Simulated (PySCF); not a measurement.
**How methods differ on the ionisation energy of Hf(50+)**

Hf(50+) [Ar] 3d4 (5D) → Hf(51+) [Ar] 3d3 (4F), as a difference of total energies. Calculation: PySCF 2.14, in an even-tempered Gaussian basis (16 s from 12 bohr⁻², ratio 2.5; 10 p from 15 bohr⁻², ratio 2.5; 7 d from 15 bohr⁻², ratio 2.5; 4 f from 56 bohr⁻², ratio 2.7; 3 g from 84 bohr⁻², ratio 2.7); the non-relativistic Hamiltonian (point nucleus). Correlated levels: outer shells: [Ne] frozen; virtual orbitals above 40 to 60 times the deepest correlated orbital energy dropped. The calculations carry no spin-orbit coupling.

```csv
method,ionisation energy (eV)
UHF,4532.2
LDA,4531.0
PBE,4530.0
PBE0,4531.0
r2SCAN,4530.0
PBEsol,4530.1
PW91,4530.5
MP2 (outer shells),4532.2
SCS-MP2 (outer shells),4531.6
```

Spin-orbit coupling is strong in these open shells (close to jj coupling). The scalar numbers leave it out and a first-order estimate fails, so it can dominate the gap to the real levels.

The gap to the reference is mostly relativistic.

For comparison: 4573 ± 4 eV (theoretical estimate listed by NIST; NIST Atomic Spectra Database, ionization energies).
